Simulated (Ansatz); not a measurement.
Ansatz (a quantum-chemistry and plane-wave program) input for Os(CO)2 (C₂O₂Os), SMILES [C-](->[Os]<-[C-]#[O+])#[O+] (connectivity only; charge and spin as stated), neutral, multiplicity 3, PBE-D3(BJ)/def2-SVP. 

Ansatz 0.2 input:
```yaml
crystal:
  periodic: [false, false, false]
  atoms:
    - {symbol: Os, position_ang: [0.00000000, 0.00000000, -0.43377830]}
    - {symbol: O, position_ang: [0.00000000, -2.26370523, 1.54116208]}
    - {symbol: C, position_ang: [0.00000000, -1.47872422, 0.69237981]}
    - {symbol: O, position_ang: [0.00000000, 2.26370522, 1.54116208]}
    - {symbol: C, position_ang: [0.00000000, 1.47872423, 0.69237982]}
basis:
  gaussian:
    orbitals: def2-SVP
hamiltonian:
  xc: pbe
  dispersion: d3bj
magnetization: {spin_polarized: true, initial_magnetization: 2}
relax: {f_tol: 0.002, max_steps: 200}
```

Program output:

```
WARN ansatz: RAYON_NUM_THREADS=1 ignored (pool sized by the plan → 1); use --threads N
Functional definition: PBE
integrals: 0.03 GiB planned
899 factors; their error is unknown
mean field: 0.26 GiB planned
mean field evaluation 1: about -8616.5884 eV, gradient 4.6e1 eV
mean field evaluation 2: about -8472.2507 eV, gradient 1.7e2 eV
mean field evaluation 4: about -8622.7847 eV, gradient 2.6e1 eV
mean field evaluation 8: about -8625.4423 eV, gradient 1.7e-1 eV
mean field evaluation 16: about -8625.4069 eV, gradient 6.3e-4 eV
mean field evaluation 32: about -8625.4069 eV, gradient 3.5e-2 eV
mean field evaluation 64: about -8624.2872 eV, gradient 5.2e-1 eV
mean field evaluation 96: about -8624.2664 eV, gradient 4.8e-2 eV
mean field -8625.40691765 eV, -316.9778577129 hartree, gradient 1.7e-5 eV, S^2 2.009566; 12 other end points of the search recorded, 0 dependent functions left out
the calculation of the forces begins
reference -8625.40695632 eV, -316.9778591340 hartree; 23, 21 occupied and 65, 67 virtual orbitals, 899 factors
relax step   1: F+E_penalty+E_count = -8625.52110564 eV  Δ(F+E_penalty+E_count) = +0.000e0 eV  max|allowed force component| = 1.425e0 eV/Å  Δτ_max = 0.0000 Å  (324 SCF iters, accepted)
these checks for a lower state are left out or cut short: starts, cluster_reference, orbital_swaps, neighbouring_geometries, increment
integrals: 0.03 GiB planned
899 factors; their error is unknown
mean field: 0.26 GiB planned
mean field -8625.44194986 eV, -316.9791451228 hartree, gradient 2.1e-5 eV, S^2 2.009951; 0 other end points of the search recorded, 0 dependent functions left out
the calculation of the forces begins
reference -8625.44198811 eV, -316.9791465285 hartree; 23, 21 occupied and 65, 67 virtual orbitals, 899 factors
relax step   2: F+E_penalty+E_count = -8625.55547771 eV  Δ(F+E_penalty+E_count) = -3.437e-2 eV  max|allowed force component| = 1.653e-1 eV/Å  Δτ_max = 0.0291 Å  (36 SCF iters, accepted)
these checks for a lower state are left out or cut short: starts, cluster_reference, orbital_swaps, neighbouring_geometries, increment
integrals: 0.03 GiB planned
899 factors; their error is unknown
mean field: 0.26 GiB planned
mean field -8625.44239246 eV, -316.9791613879 hartree, gradient 7.1e-6 eV, S^2 2.009896; 0 other end points of the search recorded, 0 dependent functions left out
the calculation of the forces begins
reference -8625.44243073 eV, -316.9791627946 hartree; 23, 21 occupied and 65, 67 virtual orbitals, 899 factors
relax step   3: F+E_penalty+E_count = -8625.55603388 eV  Δ(F+E_penalty+E_count) = -5.562e-4 eV  max|allowed force component| = 4.121e-2 eV/Å  Δτ_max = 0.0072 Å  (38 SCF iters, accepted)
these checks for a lower state are left out or cut short: starts, cluster_reference, orbital_swaps, neighbouring_geometries, increment
integrals: 0.03 GiB planned
899 factors; their error is unknown
mean field: 0.26 GiB planned
mean field -8625.44241059 eV, -316.9791620542 hartree, gradient 6.9e-6 eV, S^2 2.009843; 0 other end points of the search recorded, 0 dependent functions left out
the calculation of the forces begins
reference -8625.44244887 eV, -316.9791634612 hartree; 23, 21 occupied and 65, 67 virtual orbitals, 899 factors
relax step   4: F+E_penalty+E_count = -8625.55612286 eV  Δ(F+E_penalty+E_count) = -8.898e-5 eV  max|allowed force component| = 1.917e-2 eV/Å  Δτ_max = 0.0044 Å  (38 SCF iters, accepted)
these checks for a lower state are left out or cut short: starts, cluster_reference, orbital_swaps, neighbouring_geometries, increment
integrals: 0.03 GiB planned
899 factors; their error is unknown
mean field: 0.26 GiB planned
mean field evaluation 128: about -8625.4424 eV, gradient 4.1e-4 eV
mean field -8625.44238083 eV, -316.9791609605 hartree, gradient 7.0e-6 eV, S^2 2.009826; 0 other end points of the search recorded, 0 dependent functions left out
the calculation of the forces begins
reference -8625.44241913 eV, -316.9791623682 hartree; 23, 21 occupied and 65, 67 virtual orbitals, 899 factors
relax step   5: F+E_penalty+E_count = -8625.55614942 eV  Δ(F+E_penalty+E_count) = -2.656e-5 eV  max|allowed force component| = 1.355e-2 eV/Å  Δτ_max = 0.0045 Å  (38 SCF iters, accepted)
these checks for a lower state are left out or cut short: starts, cluster_reference, orbital_swaps, neighbouring_geometries, increment
integrals: 0.03 GiB planned
899 factors; their error is unknown
mean field: 0.26 GiB planned
mean field -8625.44238504 eV, -316.9791611153 hartree, gradient 4.7e-5 eV, S^2 2.009827; 0 other end points of the search recorded, 0 dependent functions left out
the calculation of the forces begins
reference -8625.44242334 eV, -316.9791625228 hartree; 23, 21 occupied and 65, 67 virtual orbitals, 899 factors
relax step   6: F+E_penalty+E_count = -8625.55615384 eV  Δ(F+E_penalty+E_count) = -4.414e-6 eV  max|allowed force component| = 3.693e-4 eV/Å  Δτ_max = 0.0005 Å  (26 SCF iters, accepted)
integrals: 0.03 GiB planned
899 factors; their error is unknown
mean field: 0.26 GiB planned
mean field evaluation 160: about -8624.5333 eV, gradient 5.2e0 eV
mean field evaluation 192: about -8624.7535 eV, gradient 6.7e-1 eV
mean field evaluation 224: about -8623.6475 eV, gradient 6.1e-1 eV
mean field -8625.44238504 eV, -316.9791611153 hartree, gradient 4.7e-5 eV, S^2 2.009827; 12 other end points of the search recorded, 0 dependent functions left out
the calculation of the forces begins
reference -8625.44242334 eV, -316.9791625228 hartree; 23, 21 occupied and 65, 67 virtual orbitals, 899 factors
Total energy: -8625.55619214 eV, -316.9833434491 hartree
Atom 0 at     0.000000     0.000000    -0.433134 Å, force    -0.000000     0.000000     0.000063 eV/Å
Atom 1 at    -0.000000    -2.277725     1.550300 Å, force    -0.000000    -0.000162     0.000117 eV/Å
Atom 2 at     0.000000    -1.485928     0.682920 Å, force     0.000000     0.000369    -0.000148 eV/Å
Atom 3 at     0.000000     2.277725     1.550300 Å, force    -0.000000     0.000162     0.000117 eV/Å
Atom 4 at    -0.000000     1.485928     0.682920 Å, force     0.000000    -0.000369    -0.000148 eV/Å
Dipole moment:     0.000000     0.000000    -0.595025 e Å
```

Self-consistency was reached.
